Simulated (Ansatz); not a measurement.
Total energies of GeCl(OiPr)3 (C₉H₂₁ClGeO₃) from Ansatz at PBE0-D4/def2-TZVP, gas phase (1 Eh = 27.2114 eV = 2625.5 kJ/mol). The reference geometry is relaxed at r2SCAN-D4/def2-SVP.

| state | geometry | energy (Eh) |
| --- | --- | --- |
| charge 0 singlet | reference | -3117.78589 |
| charge 1 doublet | reference | -3117.43530 |
| charge 1 doublet | relaxed at r2SCAN-D4/def2-SVP | -3117.44824 |
| charge -1 doublet | reference | -3117.74226 |
| charge -1 doublet | relaxed at r2SCAN-D4/def2-SVP | -3117.80411 |
| free Ge atom (triplet) | – | -2076.65516 |
| free Cl atom (doublet) | – | -459.99739 |
| free O atom (triplet) | – | -75.01860 |
| free C atom (triplet) | – | -37.80537 |
| free H atom (doublet) | – | -0.50104 |

Single mean-field runs in def2-TZVP are fitted with def2-universal-jkfit.

**Question.** Work out the vertical ionisation energy to the doublet.

**Answer.** E(charge 1 doublet) − E(charge 0 singlet) = -3117.43530 − (-3117.78589) = 0.35059 Eh = 9.54 eV. For comparison, −ε of the highest occupied level is 8.02 eV at this level, 1.52 eV less.

**Question.** Work out the vertical electron affinity, to the doublet.

**Answer.** E(charge 0 singlet) − E(charge -1 doublet) = -3117.78589 − (-3117.74226) = -0.04363 Eh = -1.19 eV; negative, so the extra electron isn't bound. The basis lacks diffuse functions, which makes affinities too small.

**Question.** Give the fundamental gap IE − EA, the Mulliken electronegativity (IE + EA)/2 and the hardness (IE − EA)/2.

**Answer.** From the values in Eh: IE − EA = 0.35059 − (-0.04363) = 0.39422 Eh = 10.73 eV; (IE + EA)/2 = 4.18 eV; (IE − EA)/2 = 5.36 eV. The HOMO–LUMO gap of the same run is 7.83 eV, 2.90 eV smaller than the fundamental gap.

**Question.** How much does the charge 1 doublet relax, and what is the adiabatic ionisation energy?

**Answer.** Relaxation: -3117.43530 − (-3117.44824) = 0.01294 Eh = 0.35 eV. Adiabatic ionisation energy: 0.33765 Eh = 9.19 eV, without zero-point energy. 

**Question.** How much does the charge -1 doublet relax, and what is the adiabatic electron affinity?

**Answer.** Relaxation: -3117.74226 − (-3117.80411) = 0.06185 Eh = 1.68 eV. Adiabatic electron affinity: 0.01822 Eh = 0.50 eV, without zero-point energy. 

**Question.** What is the binding energy per atom against free atoms?

**Answer.** Atoms: 1 × (-2076.65516) + 1 × (-459.99739) + 3 × (-75.01860) + 9 × (-37.80537) + 21 × (-0.50104) = -3112.47852 Eh. Binding: -3112.47852 − (-3117.78589) = 5.30737 Eh = 144.42 eV, or 4.13 eV for each of 35 atoms (no zero-point energy, no counterpoise term).

At PBE0-D4/def2-TZVP the highest occupied level of the charge -1 doublet lies above zero (up to 2.58 eV). By energy differences it is unbound by 1.19 eV (vertical, against the charge 0 singlet, at PBE0-D4/def2-TZVP) and held by the finite basis.
